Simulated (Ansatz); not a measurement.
`[Cl][Al]([Cl])[Br]` and `C[CH2][Al]([Cl])[Br]` differ in one atom or group.

Ansatz, PBE0-D4/def2-TZVP geometries, multiplicity 1. Each molecule was computed in one conformer, which needn't be the lowest.

Scalar relativity is left out up to krypton. Spin–orbit coupling is left out; it splits and shifts lone-pair levels of the heavy atoms by tenths of an eV.

| property | `[Cl][Al]([Cl])[Br]` |
| --- | --- |
| HOMO–LUMO gap (B3LYP/def2-TZVPP) / eV | 7.05 |
| LUMO energy (PBE/def2-TZVPP) / eV | -2.20 |
| LUMO energy (PBE0/def2-TZVPP) / eV | -1.36 |
| HOMO energy (ωB97M-V/def2-TZVPP) / eV | -11.17 |
| HOMO–LUMO gap (PBE0/def2-TZVPP) / eV | 7.60 |
| ideal-gas entropy at 298 K and 1 bar (rigid rotor, harmonic PBE0-D4/def2-TZVP) / J/(mol·K) | 334 |

(1) What does the change do to each property? (Best estimate.)

## Answers

(1) Computed: 
| property | `C[CH2][Al]([Cl])[Br]` | shift |
| --- | --- | --- |
| HOMO–LUMO gap (B3LYP/def2-TZVPP) / eV | 6.83 | -0.22 |
| LUMO energy (PBE/def2-TZVPP) / eV | -1.77 | 0.43 |
| LUMO energy (PBE0/def2-TZVPP) / eV | -1.00 | 0.36 |
| HOMO energy (ωB97M-V/def2-TZVPP) / eV | -10.41 | 0.76 |
| HOMO–LUMO gap (PBE0/def2-TZVPP) / eV | 7.23 | -0.37 |
| ideal-gas entropy at 298 K and 1 bar (rigid rotor, harmonic PBE0-D4/def2-TZVP) / J/(mol·K) | 388 | 54 |

With PBE0 the HOMO rises by 0.73 eV and the LUMO rises by 0.36 eV, so the gap narrows by about 0.37 eV. PBE moves the HOMO by 0.66 eV and ωB97M-V by 0.76 eV. The zero-point energy changes by 165.7 kJ/mol with +18 modes. Modes under 60 cm⁻¹, often nearly free rotors, make the harmonic entropy too high.

B3LYP here is the variant with VWN-RPA as its local correlation; programs differ in this.
